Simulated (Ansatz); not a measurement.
## One arrangement of a pair

The pair of F⁻ (SMILES [F-], atom 1) and NH$_{3}$ (SMILES N, atoms 2–5), both closed shells, in one local arrangement (a lower one may exist), relaxed at PBE0-D4/def2-TZVPD:

```xyz
5
angstrom
F -0.0056 0.4371 -1.9527
N -0.2895 -0.1434 0.6022
H 0.2799 -0.9772 0.7211
H -0.2187 0.0928 -0.4429
H 0.2339 0.5907 1.0722
```

Program: Ansatz 0.2.0. Basis: def2-TZVPPD, with def2-QZVPPD for the basis limit. Cores are frozen in the correlated methods. B3LYP uses VWN-RPA correlation. Extrapolation: Hartree–Fock as exp(−7.88 √X), correlation as X^−2.97. Interaction energies count from these two fragments, frozen as in the pair, with the counterpoise correction; negative means bound.

What is the interaction energy by CCSD(T) at an estimated basis limit (MP2 extrapolated from triple and quadruple zeta, plus CCSD(T) − MP2 in triple zeta)? (To be estimated.)

Computed: -74.8 kJ/mol. Hartree–Fock alone gives -63.5 kJ/mol at the basis limit. It counts from the two fragments frozen as in the pair.

The same quantity by other methods in triple zeta, and each one's difference from that estimate:
```csv
method,E_int (kJ/mol),difference
PBE-D4,-77.0,-2.2
revPBE-D4,-70.6,4.3
BLYP-D4,-71.1,3.8
r2SCAN-D4,-79.6,-4.8
B97M-V,-73.2,1.6
PBE0-D4,-78.5,-3.7
B3LYP-D4,-74.6,0.2
HSE06-D4,-78.6,-3.7
wB97X-V,-73.3,1.5
wB97M-V,-73.9,1.0
B2PLYP,-71.1,3.7
HF,-62.9,12.0
MP2,-69.8,5.1
CCSD,-69.0,5.9
CCSD(T),-70.3,4.6
```
Differences are method less estimate.

Which atoms make the shortest contact between the fragments?

F1 and H4, 1.56 Å apart.

Energy to bend the free fragments (PBE0-D4 minima) into their shapes in the pair, CCSD(T)/def2-TZVPPD: NH$_{3}$ 6.6 kJ/mol. This must be added to the interaction energy to get the binding energy from relaxed fragments.

Basis-set superposition shift (counterpoise-corrected less uncorrected): CCSD(T) 3.7; MP2 3.7; HF 0.2; PBE0-D4 0.2; wB97M-V 0.3 kJ/mol.

No T1 diagnostic of these runs exceeds 0.023.

For scale, one of the runs: CCSD(T)/def2-TZVPPD, 128 basis functions, launched by `ansatz run in.yaml --threads 2 --pin off --events-out ev --progress --plain --max-ram 5222MiB`. The run took about 3.2 s on 2 CPU threads of an Arm Neoverse V1 (shared host).
